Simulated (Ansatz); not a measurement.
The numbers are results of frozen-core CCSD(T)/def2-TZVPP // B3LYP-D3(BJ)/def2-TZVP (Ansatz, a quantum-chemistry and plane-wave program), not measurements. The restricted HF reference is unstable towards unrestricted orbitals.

Ansatz 0.2 input:
```yaml
crystal:
  periodic: [false, false, false]
  atoms:
    - { symbol: C, position_ang: [-1.384803, -0.120908, -0.035064] }
    - { symbol: C, position_ang: [-0.085267, -0.128286, 0.038025] }
    - { symbol: C, position_ang: [1.204239, -0.125913, 0.107402] }
    - { symbol: I, position_ang: [2.353928, 1.578808, -0.397751] }
    - { symbol: H, position_ang: [-1.899459, -0.411251, -0.944181] }
    - { symbol: H, position_ang: [-1.994772, 0.173506, 0.811654] }
    - { symbol: H, position_ang: [1.806135, -0.965959, 0.419913] }
basis:
  gaussian: { orbitals: def2-TZVPP }
correlation:
  method: ccsd_t
```

Output:

```
Functional definition: HF
1288 factors; integrals over basis functions are off by at most 8.7e-4 eV
mean field evaluation 1: about -11208.3877 eV, gradient 2.6e1 eV
mean field evaluation 2: about -11208.5746 eV, gradient 2.5e1 eV
mean field evaluation 4: about -11210.5652 eV, gradient 3.7e0 eV
mean field evaluation 8: about -11210.6154 eV, gradient 3.2e-1 eV
mean field evaluation 16: about -11208.3854 eV, gradient 2.6e1 eV
mean field evaluation 32: about -11200.6154 eV, gradient 4.4e-1 eV
mean field -11210.61602339 eV, -411.9825400312 hartree, gradient 3.7e-6 eV, S^2 0.000000; 0 other end points of the search recorded, 0 dependent functions left out; unrestricted orbitals would lower it
7 core orbitals not correlated
reference -11210.61602339 eV, -411.9825400312 hartree; 16, 16 occupied and 162, 162 virtual orbitals, 1288 factors
second order -26.28752903 eV of doubles, -0.00000000 eV of singles
cycle   1  -25.23629869 eV  change     1.1e0 eV  update   1.1e-1
cycle   2  -25.91429787 eV  change   -6.8e-1 eV  update   3.4e-2
cycle   3  -26.03283909 eV  change   -1.2e-1 eV  update   1.6e-2
cycle   4  -26.01418992 eV  change    1.9e-2 eV  update   4.8e-3
cycle   5  -26.01670915 eV  change   -2.5e-3 eV  update   2.2e-3
cycle   6  -26.01886526 eV  change   -2.2e-3 eV  update   5.9e-4
cycle   7  -26.01858694 eV  change    2.8e-4 eV  update   2.8e-4
cycle   8  -26.01846926 eV  change    1.2e-4 eV  update   8.7e-5
cycle   9  -26.01852799 eV  change   -5.9e-5 eV  update   4.2e-5
cycle  10  -26.01851537 eV  change    1.3e-5 eV  update   1.4e-5
perturbative correction -0.98906106 eV, -0.0363473235 hartree
Total energy: -11237.62359982 eV, -412.9750501587 hartree
```

Cost: around 2.4 core-minutes (rough).
